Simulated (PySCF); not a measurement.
H3ClGeTe (SMILES Cl[Te][GeH3]), singlet, at the geometry of the source list (core potentials on Te); DF-R2SCAN/def2-TZVPD in PySCF.

PySCF was given this input:
```python
from pyscf import gto, scf, dft

mol = gto.M(
    atom='''
Te   -1.125800   -0.603100    1.493600
Cl   -2.607300   -1.288000   -0.178700
Ge    0.628400    0.303900   -0.073100
H     1.753200   -0.643700   -0.389500
H     0.055000    0.730200   -1.386500
H     1.296600    1.500800    0.534200
''',
    basis='def2-tzvpd',
    ecp={'Te': 'def2-tzvpd'},
    charge=0,
    spin=0,
    verbose=4,
    max_memory=1800,
)

mf = dft.RKS(mol)
mf.xc = 'r2scan'
mf = mf.density_fit(auxbasis='def2-universal-jkfit')
mf.kernel()
```

Q: Predict the main parts of the log of this PySCF run.

A: 
```
PySCF version 2.14.0

[INPUT] verbose = 4
[INPUT] num. atoms = 6
[INPUT] num. electrons = 76
[INPUT] charge = 0
[INPUT] spin (= nelec alpha-beta = 2S) = 0
[INPUT] symmetry False subgroup None
[INPUT] Mole.unit = angstrom
[INPUT] Symbol           X                Y                Z      unit          X                Y                Z       unit  Magmom
[INPUT]  1 Te    -1.125800000000  -0.603100000000   1.493600000000 AA   -2.127453671035  -1.139693825725   2.822494939650 Bohr   0.0
[INPUT]  2 Cl    -2.607300000000  -1.288000000000  -0.178700000000 AA   -4.927082924578  -2.433967248440  -0.337694058460 Bohr   0.0
[INPUT]  3 Ge     0.628400000000   0.303900000000  -0.073100000000 AA    1.187503896677   0.574287769255  -0.138138979706 Bohr   0.0
[INPUT]  4 H      1.753200000000  -0.643700000000  -0.389500000000 AA    3.313067841587  -1.216416706383  -0.736048325518 Bohr   0.0
[INPUT]  5 H      0.055000000000   0.730200000000  -1.386500000000 AA    0.103934936851   1.379878016157  -2.620105271709 Bohr   0.0
[INPUT]  6 H      1.296600000000   1.500800000000   0.534200000000 AA    2.450218893111   2.836100967747   1.009491695743 Bohr   0.0

nuclear repulsion = 385.60969173907
number of shells = 68
number of NR pGTOs = 312
number of NR cGTOs = 186
basis = def2-tzvpd
ecp = {'Te': 'def2-tzvpd'}

******** <class 'pyscf.df.df_jk.DFRKS'> ********
method = DFRKS
initial guess = minao
damping factor = 0
level_shift factor = 0
DIIS = <class 'pyscf.scf.diis.CDIIS'>
diis_start_cycle = 1
diis_space = 8
diis_damp = 0
SCF conv_tol = 1e-09
SCF conv_tol_grad = None
SCF max_cycles = 50
direct_scf = False
XC library pyscf.dft.libxc version 7.1.2
    S. Lehtola, C. Steigemann, M. J. T. Oliveira, and M. A. L. Marques,  SoftwareX 7, 1–5 (2018)
XC functionals = r2scan
    J. W. Furness, A. D. Kaplan, J. Ning, J. P. Perdew, and J. Sun,  J. Phys. Chem. Lett. 11, 8208–8215 (2020)
    J. W. Furness, A. D. Kaplan, J. Ning, J. P. Perdew, and J. Sun,  J. Phys. Chem. Lett. 11, 9248–9248 (2020)
    J. W. Furness, A. D. Kaplan, J. Ning, J. P. Perdew, and J. Sun,  J. Phys. Chem. Lett. 11, 8208–8215 (2020)
    J. W. Furness, A. D. Kaplan, J. Ning, J. P. Perdew, and J. Sun,  J. Phys. Chem. Lett. 11, 9248–9248 (2020)
radial grids:
    Treutler-Ahlrichs [JCP 102, 346 (1995); DOI:10.1063/1.469408] (M4) radial grids

becke partition: Becke, JCP 88, 2547 (1988); DOI:10.1063/1.454033
pruning grids: <function nwchem_prune>
grids dens level: 3
symmetrized grids: False
atomic radii adjust function: <function treutler_atomic_radii_adjust>
small_rho_cutoff = 0
Set gradient conv threshold to 3.16228e-05
Initial guess from minao.
tot grids = 90904
init E= -2764.90797026146
  HOMO = -0.588386450219048  LUMO = -0.587008334171072  gap/eV = 0.03750
cycle= 1 E= -2803.20641961331  delta_E= -38.3  |g|= 3.99  |ddm|= 28.8
  HOMO = 0.00315890645960909  LUMO = 0.0047194995207529  gap/eV = 0.04247
cycle= 2 E= -2714.39031266343  delta_E= 88.8  |g|=   15  |ddm|= 26.9
  HOMO = -0.0925969427758629  LUMO = -0.0641920920335825  gap/eV = 0.77294
cycle= 3 E= -2804.65839083327  delta_E= -90.3  |g|= 2.58  |ddm|= 24.6
  HOMO = -0.210659936692645  LUMO = -0.130807479207258  gap/eV = 2.17290
cycle= 4 E= -2806.82667746301  delta_E= -2.17  |g|= 1.11  |ddm|= 4.11
  HOMO = -0.215002330767646  LUMO = -0.131521872321841  gap/eV = 2.27162
cycle= 5 E= -2807.09889027443  delta_E= -0.272  |g|= 0.456  |ddm|= 1.36
  HOMO = -0.195395730486361  LUMO = -0.10840125132095  gap/eV = 2.36724
cycle= 6 E= -2807.12529119014  delta_E= -0.0264  |g|= 0.188  |ddm|= 0.497
  HOMO = -0.20651669098391  LUMO = -0.121267231017083  gap/eV = 2.31976
cycle= 7 E= -2807.13448271316  delta_E= -0.00919  |g|= 0.0682  |ddm|= 0.222
  HOMO = -0.210797653972795  LUMO = -0.123244740225272  gap/eV = 2.38244
cycle= 8 E= -2807.13577333696  delta_E= -0.00129  |g|= 0.0138  |ddm|= 0.0788
  HOMO = -0.211223050800699  LUMO = -0.123478817879901  gap/eV = 2.38764
cycle= 9 E= -2807.13580470874  delta_E= -3.14e-05  |g|= 0.00773  |ddm|= 0.023
  HOMO = -0.211330326410668  LUMO = -0.12348865744914  gap/eV = 2.39029
cycle= 10 E= -2807.13582040644  delta_E= -1.57e-05  |g|= 0.00132  |ddm|= 0.00837
  HOMO = -0.211326072387579  LUMO = -0.123529563521316  gap/eV = 2.38906
cycle= 11 E= -2807.13582079379  delta_E= -3.87e-07  |g|= 0.0003  |ddm|= 0.00174
  HOMO = -0.211335688151957  LUMO = -0.123531258858624  gap/eV = 2.38928
cycle= 12 E= -2807.13582081656  delta_E= -2.28e-08  |g|= 7.65e-05  |ddm|= 0.000447
  HOMO = -0.211333989133541  LUMO = -0.123528974629149  gap/eV = 2.38930
cycle= 13 E= -2807.13582081784  delta_E= -1.29e-09  |g|= 2.45e-05  |ddm|= 0.000105
  HOMO = -0.211334082066783  LUMO = -0.123529206452861  gap/eV = 2.38929
cycle= 14 E= -2807.13582081792  delta_E= -7.82e-11  |g|= 4.55e-06  |ddm|= 3.43e-05
  HOMO = -0.21133332637173  LUMO = -0.1235285721485  gap/eV = 2.38929
Extra cycle  E= -2807.13582081792  delta_E= 1.36e-12  |g|= 5.76e-06  |ddm|= 1.77e-05
converged SCF energy = -2807.13582081792
```
